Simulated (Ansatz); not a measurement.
Computed with Ansatz on PBE0-D4/def2-TZVP structures; ΔE is electronic, products minus reactants. CCSD(T)/CBS adds triple-zeta CCSD(T) − MP2 to the extrapolated MP2 energy (def2 sets, frozen cores). This one scheme is used for every species. Functionals use def2-TZVPP. For Br, Ge outer-core shells are correlated without core-valence functions, which leaves a few kJ/mol of doubt a bond. Scalar relativity is left out up to krypton. One conformer a species, not always the lowest.

Reaction (ligand exchange at a Ge–Br bond): `[SH][Ge][Br]` + H₂S → `[SH][Ge][SH]` + HBr

(1) Is it downhill or uphill in electronic energy at CCSD(T)/CBS, and by how much? (Best estimate.)

(2) What do these levels give: PBE-D4, PBE, r2SCAN, HF/def2-TZVPP, MP2/def2-QZVPP, MP2/CBS(def2)? (An estimate is asked.)

Largest T1 diagnostic among the species: 0.014.

Answers

(1) Computed: Uphill: ΔE = +7.2 kcal/mol.

(2) The calculation gave: PBE-D4 7.0, PBE 7.2, r2SCAN 7.1, HF/def2-TZVPP 9.8, MP2/def2-QZVPP 6.9, MP2/CBS(def2) 7.1 kcal/mol.

In def2-TZVPP, CCSD(T) changes the Hartree–Fock value by −2.9 kcal/mol (the triples alone add −0.4 kcal/mol) and MP2 by −3.0 kcal/mol.
